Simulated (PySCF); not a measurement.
## Energy of Ti (titanium, neutral) between two integer charges

The 4s beta orbital of [Ar] 3d2 4s2 is emptied in steps (occupation f), with all orbitals relaxed, ending at [Ar] 3d2 4s1. Calculation: PySCF 2.14, in aug-cc-pVTZ-DK (8s7p5d3f2g, 93 functions); the spin-free X2C one-electron Hamiltonian (Gaussian nucleus). The exact energy is a straight line in f; departures are measured from the line between the end points of the same method.

```tsv
f	PBE0 (eV)	r2SCAN (eV)	LC-wPBE (eV)
1	0.000	0.000	0.000
0.75	-0.340	-0.399	0.024
0.5	-0.452	-0.510	0.028
0.25	-0.335	-0.353	0.018
0	0.000	0.000	0.000
```

Task: For r2SCAN, how does the orbital energy at f = 1 compare with the removal energy?

Result: −ε = 4.218 eV against a total-energy difference of 6.409 eV. By Janak's theorem ε = ∂E/∂f, so the gap between them reflects the curvature. Along the path −ε is 5.398 (f = 0.75), 6.521 (f = 0.5), 7.509 (f = 0.25) eV.

```
 method  E(f=0) − E(f=1) (eV)  −ε at f=1 (eV)  −ε at f=0.5 (eV)
   PBE0                 6.570           4.755             6.579
 r2SCAN                 6.409           4.218             6.521
LC-wPBE                 6.405           6.539             6.389
```

Reference removal energy between the ground levels: 6.828 eV (measured; NIST Atomic Spectra Database, ionization energies). The calculation has no spin-orbit coupling.
